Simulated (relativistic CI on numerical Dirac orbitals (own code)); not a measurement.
**Br14+: sensitivity of the levels to the model**

Base calculation: Dirac-Coulomb-Breit CI, KLI orbitals optimised for each configuration, a model potential for QED, unscaled Slater integrals.

Configurations in the expansion (outside the closed core [Ne]): 3s²3p⁶3d³, 3s²3p⁵3d⁴, 3s3p⁶3d⁴, 3s²3p⁶3d²4s, 3s²3p⁶3d²4p, 3s²3p⁶3d²4d, 3s²3p⁶3d²4f, 3s²3p⁵3d³4s, 3s²3p⁶3d4s4p, 3s²3p⁶3d²5s, 3s²3p⁵3d³4p, 3s²3p⁶3d²5p, 3s²3p⁶3d²5d, 3s²3p⁶3d4p4d, 3s²3p⁶3d²5f, 3s3p⁶3d³4s, 3s²3p⁶3d²5g, 3s²3p⁶3d²6s, 3s²3p⁶3d²6p, 3s3p⁶3d³4p, 3s²3p⁶3d²6d, 3p⁶3d⁴4p, 3p⁶3d⁵, 3p⁵3d⁶, 3s²3p⁶3d4s², 3s²3p⁶4s²4p, 3s²3p⁶4s²4d, 3s²3p⁶4s²4f, 3s²3p⁶3d4p², 3s²3p⁶4s4p², 3s²3p⁶4p³, 3s²3p⁶4p²4d, 3s²3p⁶4p²4f, 3s²3p⁶3d4s4d, 3s²3p⁶4s4p4d, 3s²3p⁶4s4d², 3s²3p⁶4s4d4f, 3s²3p⁶3d4d², 3s²3p⁶4p4d², 3s²3p⁶4d³, 3s²3p⁶4d²4f, 3p⁶3d⁴4s, 3p⁵3d⁵4s, 3s3p⁶3d²4s², 3s3p⁶3d4s²4p, 3s3p⁶3d4s²4d, 3s3p⁶3d4s²4f. Double excitations out of closed p, d and f shells are left out; levels of such configurations are missing from the list, as are those of other unlisted configurations, and high levels can miss mixing partners. These lack a partner that the ground configuration has and come out too high: 3s²3p⁵3d³4p.

Variants: (1) configuration mixing switched off; (2) one mean potential for all configurations. Shifts of the energy above 3s²3p⁶3d³ ⁴F3/2, in cm⁻¹, for the lowest level and the first level of each name with at least 55 % of one term (blank where a level changes its place among those of its configuration and J or its character, or is not in the variant):

| Level | Base | Δ(1) | Δ(2) |
| --- | --- | --- | --- |
| 3s²3p⁶3d³ ⁴F3/2 | 0.0 | 0.0 | 0.0 |
| 3s²3p⁶3d³ ⁴F5/2 | 4725.9 | -20.7 | +5.6 |
| 3s²3p⁶3d³ ⁴F7/2 | 10257.1 | -15.0 | +11.2 |
| 3s²3p⁶3d³ ⁴F9/2 | 16075.7 | +25.5 | +15.9 |
| 3s²3p⁶3d³ ⁴P3/2 | 43614.3 | +2401.2 | -15.5 |
| 3s²3p⁶3d³ ⁴P1/2 | 44140.8 | +2565.0 | -10.1 |
| 3s²3p⁶3d³ ²G7/2 | 49787.5 | +673.8 | -11.2 |
| 3s²3p⁶3d³ ⁴P5/2 | 51577.5 | +2717.6 | -1.4 |
| 3s²3p⁶3d³ ²G9/2 | 52940.4 | +156.7 | -10.2 |
| 3s²3p⁶3d³ ²D3/2 | 62059.1 | +2429.1 | -18.1 |
| 3s²3p⁶3d³ ²P1/2 | 65789.1 | +1225.0 | -25.4 |
| 3s²3p⁶3d³ ²H9/2 | 70497.0 | -613.4 | -4.7 |
| 3s²3p⁶3d³ ²H11/2 | 70897.0 | -1109.7 | -7.6 |
| 3s²3p⁶3d³ ²D5/2 | 73753.4 | +3286.3 | -11.0 |

At this charge energies of transitions that change n are usually good to better than 1 %, and those within a shell (Δn = 0) to a few per cent. Terms inside the open d or f shell come out 10 to 20 % too wide with unscaled integrals.

Ionisation energy from the two ground configurations alone: base 481.738 eV. The NIST ASD value (theoretical) is 481 eV.

LS names give the leading component of a level, which can be under half, so a name can repeat, a term be missing and a line seem to break the LS rules.
